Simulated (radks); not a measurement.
Initial-state core-level shifts of neutral magnesium when its valence configuration changes from [Ne] 3s2. All-electron calculation, Dirac Kohn-Sham, PBE, spin-unpolarised, spherical densities, finite nucleus; open shells are shared between the two j in proportion to 2j + 1; Fermi nuclear charge, rms radius 3.057 fm. Program: a radial shooting solver on a logarithmic mesh with Libxc functionals. Shifts are changes of the shell-averaged eigenvalues in eV (positive: less bound); the change of the density at the nucleus, which sets a Mossbauer isomer shift, is in e/bohr^3, on a base of 1161.

| valence | 1s | 2s | 2p | density at nucleus |
|---|---|---|---|---|
| 3s1 3p1 | -2.118 | -2.075 | -2.062 | -1.4566 |
| 3s1.5 3p0.5 | -1.096 | -1.074 | -1.068 | -0.6841 |
| 3p2 | -4.012 | -3.930 | -3.903 | -3.2145 |
| 3s0.5 3p1.5 | -3.087 | -3.024 | -3.004 | -2.3023 |
